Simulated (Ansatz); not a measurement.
# Worked example: C2H2FI + C3H8 → C2H3I + C3H7F

Species: C2H2FI `C=C(F)I`, singlet; C3H8 (propane) `CCC`, singlet; C2H3I `C=CI`, singlet; C3H7F (2-fluoropropane) `CC(C)F`, singlet. The partners trade F for H; both sit on C, so the bond types are kept.

Shapes, held fixed at every level: PBE0-D4/def2-TZVP. Programs: Ansatz 0.2.0. The zero-point and thermal change to 298 K, harmonic and unscaled (PBE0-D4/def2-TZVP), is +0.1 kJ/mol.

At CCSD(T)/def2-TZVPP; 1 Eh = 2625.50 kJ/mol:

```
species  energy (Eh)
 C2H2FI  -474.112677
   C3H8  -118.915650
  C2H3I  -374.980574
  C3H7F  -218.057166
```

Q: Work out ΔH(298 K) of the reaction at this level.

A: 
1. Products less reactants: (-374.980574) + (-218.057166) − [(-474.112677) + (-118.915650)] = -0.009413 Eh = -24.7 kJ/mol.
2. With the thermal change: -24.7 + (+0.1) = -24.6 kJ/mol.

Other levels give -23.0 (MP2/def2-TZVPP) to -17.4 kJ/mol (PBE0-D4/def2-TZVPP). No measured value is set beside it here. For atoms past krypton def2 sets carry core potentials with scalar relativity. Outer-core shells of I are correlated, in sets that cover them unevenly.
